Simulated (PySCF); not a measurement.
# Nuclear quadrupole coupling in `CCc1occ(SC)p1`

C₆H₉OPS.
Geometry (GFN2-xTB, Å), atoms numbered from 1 in this order:
```xyz
18
C6H9OPS angstrom
C     -3.0322    0.2502   -1.0618
C     -2.2085    0.7883    0.1105
C     -0.8507    0.1670    0.1426
O     -0.7580   -1.0501    0.6921
C      0.4867   -1.5300    0.6333
C      1.3968   -0.7101    0.0373
S      3.0877   -1.1420   -0.1355
C      3.6904    0.3290   -1.0099
P      0.6127    0.8036   -0.4969
H     -3.1470   -0.8279   -0.9802
H     -4.0188    0.7065   -1.0680
H     -2.5356    0.4769   -2.0025
H     -2.1004    1.8700    0.0159
H     -2.7225    0.5650    1.0481
H      0.6486   -2.5020    1.0609
H      3.5100    1.2099   -0.3987
H      3.1770    0.4150   -1.9643
H      4.7552    0.1873   -1.1642
```

Field gradients from the PBE0/pcSseg-1 density (PySCF, non-relativistic), principal values in atomic units, ordered |Vxx| ≤ |Vyy| ≤ |Vzz|:

| atom | Vxx | Vyy | Vzz |
| --- | --- | --- | --- |
| O4 | -0.6494 | -0.7753 | 1.4247 |
| S7 | 0.5065 | 2.4554 | -2.9619 |

Problem. Find the asymmetry η = (Vxx − Vyy)/Vzz and the couplings χ = eQV/h (234.96 MHz × Q in barn × V in au), with Q(17O) = −0.0256 b, Q(33S) = −0.0678 b.

Solution. 
```tsv
atom	environment	nucleus	η	χzz (MHz)	χxx (MHz)	χyy (MHz)
O4	furan-type oxygen	17O	0.09	-8.57	3.91	4.66
S7	sulfide sulfur	33S	0.66	47.18	-8.07	-39.12
```

The tensor is traceless: Vxx + Vyy + Vzz = 0.

Problem. What is Vzz at O4 in SI units (1 au = 9.71736 × 10²¹ V/m²)?

Solution. 1.4247 au = 13.845 × 10²¹ V/m².

Problem. And the gradient at the other heavy atoms, for which no coupling is worked out here?

Solution. 
```tsv
atom	environment	Vzz (au)	η
C1	methyl carbon	0.097	0.12
C2	benzylic-type carbon	0.095	0.80
C3	substituted aromatic carbon	-0.354	0.39
C5	aromatic CH next to a ring oxygen	0.314	0.75
C6	substituted aromatic carbon	-0.201	0.15
C8	S-methyl carbon	0.289	0.07
P9	phosphorus bonded to 2 C	-1.014	0.67
```

Problem. What couplings would deuterons (Q(2H) = 0.00286 b) have in place of the hydrogens, at this geometry?

Solution. 
```csv
atom,bonded to,bond length (Å),Vzz (au),η,χzz (kHz)
H10,C1,1.087,0.3133,0.03,211
H11,C1,1.087,0.3165,0.02,213
H12,C1,1.088,0.3122,0.03,210
H13,C2,1.091,0.3020,0.03,203
H14,C2,1.092,0.3013,0.02,202
H15,C5,1.074,0.3352,0.13,225
H16,C8,1.087,0.3092,0.03,208
H17,C8,1.087,0.3099,0.03,208
H18,C8,1.085,0.3171,0.05,213
```

One conformer (not necessarily the lowest) at the GFN2-xTB geometry, without solvent, vibrations or thermal averaging. GFN2-xTB bond lengths can be off by several hundredths of an ångström, more for odd bonds, and the gradients follow them. With so small a basis the couplings can be 20 % off.

These values come from a run that also computed NMR shieldings. Rough CPU time on one thread of a shared machine: about 1.6 min.
